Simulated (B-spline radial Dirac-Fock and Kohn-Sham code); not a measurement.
Calculated with a radial atomic solver, using Dirac-Fock densities.

**Question.** This computed X-ray form factor belongs to an atom or ion in its tabulated ground configuration. Which?

```tsv
sin θ/λ (Å⁻¹)	f₀
0.24	12.699
0.69	10.901
0.86	10.045
1.63	6.848
2.02	5.762
2.5	4.651
3.09	3.501
3.83	2.448
7.26	1.084
```

**Answer.** Zr²⁷⁺, with 13 electrons in [Ne] 3s2 3p1. f₀ tends to the number of electrons as s goes to zero, which the first rows give only roughly, and the rate of fall reflects the nuclear charge, 40.
